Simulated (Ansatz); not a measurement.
Isolated molecules relaxed with PBE0-D4/def2-TZVP in Ansatz; ΔE leaves out vibrations. CCSD(T)/CBS adds triple-zeta CCSD(T) − MP2 to the extrapolated MP2 energy (def2 sets, frozen cores). DFT in def2-TZVPP. B3LYP here is the variant with VWN-RPA as its local correlation; programs differ in this. For Ge, Zn outer-core shells are correlated without core-valence functions, which leaves a few kJ/mol of doubt a bond. Scalar relativity is left out up to krypton.

Consider the redistribution: `B[SiH2][GeH3]` + `C[N](C)[ZnH]` → `B[N](C)[ZnH]` + `C[SiH2][GeH3]`.

| level | ΔE (kcal/mol) |
| --- | --- |
| ωB97M-V | -60.1 |
| r2SCAN | -58.5 |
| PBE0 | -57.6 |
| B3LYP | -58.1 |
| HF/def2-TZVPP | -58.4 |
| CCSD/def2-TZVPP | -59.0 |
| HF/CBS(def2) | -58.5 |
| CCSD/CBS(def2) | -58.8 |

**Question.** What does CCSD(T)/CBS give? (An estimate is asked.)

**Answer.** Ansatz gave: -59.1 kcal/mol. The listed levels differ from it by -1.0, 0.6, 1.5, 1.0, 0.7, 0.1, 0.6, 0.3 kcal/mol.

Largest T1 diagnostic among the species: 0.016.

In def2-TZVPP, CCSD(T) changes the Hartree–Fock value by −0.9 kcal/mol (the triples alone add −0.3 kcal/mol) and MP2 by −2.7 kcal/mol. From PBE to PBE0 (25 % exact exchange), in def2-TZVPP and without D4, ΔE moves by −1.2 kcal/mol.
